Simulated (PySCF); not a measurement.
Species: HgMe2, C2H6Hg (singlet state).
Bonds: Hg1–C2, Hg1–C6. Hydrogens: H3, H4, H5 on C2; H7, H8, H9 on C6.

Computed by this run: PBE0-D3(BJ)/def2-SVP geometry optimisation, gas phase, def2 core potentials past Kr in PySCF 2.14.0; density fitting, grid level 1; the optimiser is geomeTRIC in internal coordinates, started from a GFN2-xTB structure with every atom displaced at random (about 0.03 Å).

Geometry at step 0:
```
atom  x, y, z in Å
Hg1     0.0666   -0.0667    0.0125
C2     -0.0207   -0.0296    2.3411
H3     -0.5001    0.8961    2.7147
H4      1.1116   -0.1011    2.7237
H5     -0.5974   -0.8790    2.6857
C6     -0.0076    0.0316   -2.3548
H7     -0.9888    0.0128   -2.7286
H8      0.5595   -0.8510   -2.7473
H9      0.5097    0.9175   -2.6726
```

Q: What forces act on the atoms?

A: 
```tsv
atom	Fx (eV/Å)	Fy (eV/Å)	Fz (eV/Å)
Hg1	-0.473	0.323	-0.187
C2	2.613	0.371	-0.955
H3	0.259	-0.105	-0.289
H4	-2.475	0.154	-0.728
H5	-0.165	-0.570	0.107
C6	2.096	-1.449	2.237
H7	-1.864	-0.015	-0.402
H8	-0.369	0.444	0.334
H9	0.379	0.848	-0.117
```

The largest, 3.39 eV/Å, acts on C6; the rms over all components is 1.087 eV/Å. The forces sum to zero within rounding, as they must for an isolated molecule in no field.

Q: Give the force on C6 in Eh/bohr and in nN.

A: 3.391 eV/Å ÷ 51.422 = 0.06594 Eh/bohr, and 3.391 eV/Å × 1.602 = 5.43 nN.

Q: How far is this geometry from the end of the optimisation?

A: 0.823 eV above it, and 0.217 Å rms away after alignment. The bonds farthest from their final lengths, with half the difference of the two atoms' forces along the bond (positive lengthens):

```csv
bond,now (Å),final (Å),force along bond (eV/Å)
Hg1–C6,2.371,2.103,-1.29
Hg1–C2,2.330,2.104,-0.44
C2–H4,1.197,1.101,-2.36
C6–H7,1.050,1.101,+2.31
C6–H9,1.074,1.101,+0.88
C6–H8,1.120,1.101,-1.04
```

The angle farthest from its final value is C2–Hg1–C6, 174.9° against 179.9°.

Of the 6 listed bonds off by 0.010 Å or more, this force points towards the final length in 6.

The cost below is that of the whole optimisation. On an AMD EPYC 7R43 with one thread, shared host, this took 24 s wall and 0.36 GiB of memory at its peak.
